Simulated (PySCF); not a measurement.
# One molecule, several mistakes: AlBH3O

Calculated results; nothing here was measured. The program is PySCF 2.14.0, an open-source quantum chemistry code, run on an isolated molecule that a program drew, which may never have been made. The molecule is AlBH3O (charge 0, doublet), drawn as the SMILES string `O[BH][AlH]`.

Each row is a Hartree-Fock (HF) and frozen-core CCSD(T) single point in the cc-pV(D+d)Z basis, meant for a local HF minimum. Run 1 is clean. Each other run has one planted mistake out of seven kinds, and not every kind appears here: one electron removed, one electron added, multiplicity raised by two, geometry at a saddle point, minimal basis STO-3G, one bond length entered in bohr, all coordinates scaled. The reference is restricted for singlets and unrestricted otherwise, and also for a bond in bohr. Adding or removing an electron swaps singlet and doublet. Electrons count all cores. HOMO and LUMO are orbital energies over both spins, the gradient is its largest component, and the lowest frequency (negative if imaginary) is given only where the gradient is small. Bond lengths are over the 5 bonds as drawn. T1 is the CCSD diagnostic: over 0.02 (restricted) or 0.045 (unrestricted) a single reference is doubtful.

Geometry of the clean run:
```xyz
6
AlBH3O, angstrom
O    -0.5211   -3.0042   -0.3513
B     0.3171   -1.9392   -0.2995
Al    0.0969   -0.5146    1.3218
H    -0.3896   -3.5600   -1.1060
H     1.1231   -1.7954   -1.1948
H     0.9616   -0.6113    2.6622
```

| run | electrons | basis functions | <S^2> | HOMO (eV) | LUMO (eV) | gradient (hartree/bohr) | lowest frequency (cm^-1) | mean bond (Å) | longest bond (Å) | T1 | HF (hartree) | CCSD(T) (hartree) | mistake |
|---|---|---|---|---|---|---|---|---|---|---|---|---|---|
| 1 | 29 | 66 | 0.769 | -7.43 | 0.90 | 3.1e-05 | 171 | 1.4567 | 2.170 | 0.0195 | -343.20386 | -343.56156 | no fault |
| 2 | 29 | 66 | 1.662 | -7.70 | 0.82 | 1.7e-02 | - | 1.6980 | 2.563 | 0.0644 | -343.03937 | -343.37164 | one bond length entered in bohr |
| 3 | 29 | 66 | 3.756 | -5.93 | -1.15 | 7.8e-02 | - | 1.4567 | 2.170 | 0.0339 | -343.08757 | -343.43520 | multiplicity raised by two |
| 4 | 29 | 22 | 0.763 | -3.69 | 7.93 | 4.3e-02 | - | 1.4567 | 2.170 | 0.0216 | -338.91313 | -339.04690 | minimal basis STO-3G |
| 5 | 29 | 66 | 0.770 | -7.63 | 0.77 | 4.1e-02 | - | 1.5412 | 2.295 | 0.0212 | -343.18970 | -343.55289 | all coordinates scaled |
| 6 | 28 | 66 | 0.000 | -15.90 | -6.21 | 4.1e-02 | - | 1.4567 | 2.170 | 0.0206 | -342.95304 | -343.30759 | ? |

**Which mistake was planted in run 6, and what did it cost?**

It counts 28 electrons, one fewer than the clean run, at the same geometry and basis. So the mistake is: one electron removed. Subtracting run 1 and multiplying by 627.51 kcal/mol a hartree, the energy moved by 157.4 kcal/mol in HF and 159.4 kcal/mol in CCSD(T).

Cautions from the logs. Run 2: T1 is over the limit, so its CCSD(T) energy is less reliable; run 6: T1 is over the limit, so its CCSD(T) energy is less reliable.
